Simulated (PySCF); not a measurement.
Correlation energy of Os⁺ (osmium, charge +1)

[Xe] 4f14 5d6 6s1, high-spin 6D determinant. All numbers are calculated (PySCF 2.14, scalar relativity through the core potential, in cc-pVDZ-PP with ECP60MDF (4s4p3d1f, 38 functions)). Frozen: 5s2 5p6; 7 electrons correlated.

MP2 pair energies summed by pair of shells (mhartree):

| pair | energy | share (%) |
| --- | --- | --- |
| 5d-5d | -73.44 | 74.8 |
| 5d-6s | -24.75 | 25.2 |

Total MP2 correlation energy: -98.19 mhartree.

Same-spin part -59.48 and opposite-spin part -38.71 mhartree; SCS-MP2 scales them by 1/3 and 6/5 to -66.28 mhartree.
